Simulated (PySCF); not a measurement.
# Orbital energies and ionisation energy

Species: C5H5F3O2.
SMILES with atom numbers: `[OH:1][C@@:2]12[CH2:3][C@@H:4]1[C@H:5]2[O:6][C:7]([F:8])([F:9])[F:10]` (hydrogens: H11 on O1; H12, H13 on C3; H14 on C4; H15 on C5)

Cartesian coordinates in Å at the PBE0-D3(BJ)/def2-SVP level; atoms count from 1:
```xyz
15
C5H5F3O2 angstrom
O     -1.601    1.118   -0.239
C     -1.026   -0.104   -0.213
C     -1.632   -1.414   -0.515
C     -0.327   -1.024   -1.147
C      0.353   -0.564    0.094
O      1.377    0.382   -0.166
C      1.732    1.190    0.835
F      2.794    1.876    0.468
F      0.752    2.075    1.134
F      2.005    0.539    1.962
H     -0.922    1.780   -0.060
H     -1.675   -2.218    0.237
H     -2.504   -1.369   -1.176
H      0.025   -1.020   -2.177
H      0.616   -1.237    0.926
```

Level: CAM-B3LYP/def2-SVPD (PySCF). Frontier orbitals with their largest atomic shares (Löwdin; up to four atoms above 4 %):

| orbital | ε (eV) | main atoms |
| --- | --- | --- |
| HOMO−3 | -12.10 | O6 48 %, C5 11 %, O1 8 %, F10 6 % |
| HOMO−2 | -11.43 | C3 26 %, C4 25 %, O1 15 %, C2 11 % |
| HOMO−1 | -10.34 | C5 20 %, O6 17 %, C2 15 %, C3 13 % |
| HOMO | -8.36 | ? |
| LUMO | 1.17 | O1 16 %, C7 15 %, F9 11 %, C5 8 % |
| LUMO+1 | 1.64 | C3 22 %, H12 15 %, H13 13 %, C4 9 % |
| LUMO+2 | 1.86 | O1 18 %, O6 14 %, H15 12 %, F10 12 % |

What vertical ionisation energy does ΔSCF give, and how far is −ε(HOMO) from it?

ΔSCF: 9.21 eV (888 kJ/mol; threshold wavelength 135 nm); ⟨S²⟩ of the doublet left behind is 0.758, against 0.75 for a pure doublet. −ε(HOMO) is 8.36 eV, 0.85 eV below it. For the exact functional −ε(HOMO) would equal the first vertical ionisation energy; CAM-B3LYP (range-separated hybrid) falls short of its own ΔSCF value by 9 %.

On which atoms does the HOMO lie?

C4 (sp3 carbon at a ring junction) 27 %, O1 (alcohol oxygen) 24 %, C2 (carbinol carbon (C–OH)) 19 %, C5 (sp3 carbon bound to oxygen) 8 %, so no atom holds as much as 40 %. The HOMO−1 lies 1.98 eV lower.

What total energies stand behind the ΔSCF value?

E(N) = -642.78203 Eh and E(N − 1) = -642.44366 Eh at the same geometry, 0.33837 Eh apart.

With α = 65.8 au, estimate the like-pair dispersion coefficient by London's formula C6 = (3/4)α²I.

I = 0.3384 Eh, so C6 ≈ 1100 au, a rough estimate.

Shift the occupied levels rigidly so that −ε(HOMO) equals the ΔSCF value. What binding energies result?

The shift is +0.85 eV: HOMO 9.21, HOMO−1 11.19, HOMO−2 12.28, HOMO−3 12.95 eV. A rigid shift is only a rough guide to the deeper ionisations.

Geometry: PBE0-D3(BJ)/def2-SVP, one conformer, isolated molecule.
